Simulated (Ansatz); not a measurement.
Reaction (formal exchange of groups at the Si–F bond): `N[Si](F)(F)S` + SiH₄ → `N[Si](F)([SiH3])S` + H–F

Gas-phase electronic energies from Ansatz, PBE0-D4/def2-TZVP geometries. CBS: MP2 limit from def2 TZ/QZ plus the TZ coupled-cluster correction, frozen cores. This one scheme is used for every species. DFT in def2-TZVPP. B3LYP here is the variant with VWN-RPA as its local correlation; programs differ in this. Each species was taken in one conformer, which may not be the lowest.

CCSD(T)/CBS gives +38.1 kcal/mol.

Q: Another level gave +38.4 kcal/mol. Which?
A. PBE0/def2-TZVPP
B. PBE/def2-TZVPP
C. r2SCAN/def2-TZVPP
D. B3LYP-D4/def2-TZVPP

A: D. B3LYP-D4 38.4, PBE 34.2, PBE0 36.1, r2SCAN 39.5 kcal/mol.

Largest T1 diagnostic among the species: 0.012.

The D4 term adds −2.2 kcal/mol with B3LYP and −1.3 kcal/mol with PBE0; it sums over pairs of atoms, weighted by their polarisabilities, and B3LYP, whose exchange is more repulsive, gets the larger term. From PBE to PBE0 (25 % exact exchange), in def2-TZVPP and without D4, ΔE moves by +1.9 kcal/mol. In def2-TZVPP, CCSD(T) changes the Hartree–Fock value by −7.9 kcal/mol (the triples alone add −1.2 kcal/mol) and MP2 by −7.3 kcal/mol.

CCSD(T)/CBS has its own doubt, a few kJ/mol and more with outer-core shells, so smaller differences from it don't rank the levels.
